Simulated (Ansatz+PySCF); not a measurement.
Two shapes of sextet CrH2O(+).

Shape 1:

```xyz
4

Cr    0.0000    0.0000    0.0000
O     0.0000    0.0000    2.1200
H     0.7750    0.0000    2.6950
H    -0.7750    0.0000    2.6950
```

Shape 2:

```xyz
4

Cr    0.0000    0.0000    0.0000
O     0.0000    0.0000    2.2048
H     0.7750    0.0000    2.7798
H    -0.7750    0.0000    2.7798
```

Basis set: def2-SVP (spherical functions). Left uncorrelated: 6 orbitals. Correlation on ROHF uses semicanonical orbitals with singles. Charge 1, multiplicity 6.

Computed with Ansatz (development build ahead of 0.2.0); each method stands on the lowest determinant of its kind that the runs found.

(1) Which shape is lower in energy, and by how much in each method?

## Answers

(1)

```csv
method,E(2) − E(1) (eV)
ROHF,-0.032
ROHF-MP2,0.003
PBE (unrestricted),0.055
r²SCAN (unrestricted),0.054
ωB97X (unrestricted),0.033
```

The methods disagree on the order. Caution: other spin multiplicities were not run.
